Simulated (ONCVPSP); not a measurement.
Configuration tests for Ce (ONCV)

ONCVPSP 4.0.1 input, shortened (lines: element, Z, core and valence counts, functional; n l f; lmax; l rc ep ncon nbas qcut; lloc lpopt rc5 dvloc0; l nproj debl; icmod fcfact rcfact), PBEsol, scalar-relativistic:

```
  Ce 58.00    9    5  -116133      upf
    1    0    2.00
    2    0    2.00
    2    1    6.00
    3    0    2.00
    3    1    6.00
    3    2   10.00
    4    0    2.00
    4    1    6.00
    4    2   10.00
    4    3    1.00
    5    0    2.00
    5    1    6.00
    5    2    2.00
    6    0    1.00
    3
    0    2.50    0.00    4    8    5.60
    1    1.75    0.00    3    6    5.60
    2    2.55    0.00    3    7    3.70
    3    0.90    0.00    3    8   12.30
    3    5    0.90    0.00
    0    2    2.70
    1    2    0.90
    2    1    3.70
    3    0    0.60
    3    3.50    1.45
```

Energies are relative to the spin-unpolarised reference configuration 4f1 5s2 5p6 5d2 6s1; without spin polarisation the order of configurations can differ from experiment. Not all tests gave a result: 1 of 4 tests not solved or not reliable.

| valence configuration | charge | ΔE all-electron (eV) | error AE − PS (meV) |
| --- | --- | --- | --- |
| 4f1 5s2 5p6 5d1 6s2 | 0 | -0.906 | -2.1 |
| 4f1 5s2 5p6 5d1 6s1 | +1 | 5.197 | -2.6 |
| 4f1 5s2 5p5 5d1 6s2 | +1 | 26.966 | -30 |

Levels in the configuration 4f1 5s2 5p5 5d1 6s2:

```tsv
level	all-electron (eV)	pseudo (eV)
4f	-15.997	-15.897
5s	-50.658	-50.695
5p	-32.816	-32.840
5d	-11.031	-11.039
6s	-9.857	-9.854
```

Note: ghosts flagged at negative energy: s at -704.7 eV, p at -230.9 eV, d at -121.9 eV, s at -1.22 eV; no localised positive-energy state flagged. A true bound ghost makes a file unfit for plane-wave use.
